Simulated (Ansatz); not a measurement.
Basis-set extrapolation for C2H6B2FN (`CB(F)BC=N`) (PBE0-D4/def2-TZVP geometry, frozen core, Ansatz 0.2.0). Multiplicity 1, RHF reference.

```csv
,def2-TZVPP,def2-QZVPP
HF,-282.613493,-282.626156
MP2 correlation,-0.968765,-1.040614
CCSD(T) correlation,-1.053388,not run
```

Energies in hartree. Use E(X) = E(∞) + A·exp(−7.88·√X) for Hartree–Fock and E(X) = E(∞) + B·X^(−2.97) for correlation, with X = 3 and 4, and add CCSD(T) minus MP2 of the smaller set to the MP2 limit.

Problem. What is the CCSD(T) energy at the basis-set limit?

Solution. HF limit: -282.626156 + (-0.012663) × 0.13774 = -282.62790. MP2 limit: -1.040614 + (-0.071849) × 0.74074 = -1.09384. Higher-order term: -1.053388 − (-0.968765) = -0.08462. Total: -283.80636 hartree, 366.2 kJ/mol below CCSD(T)/def2-TZVPP.
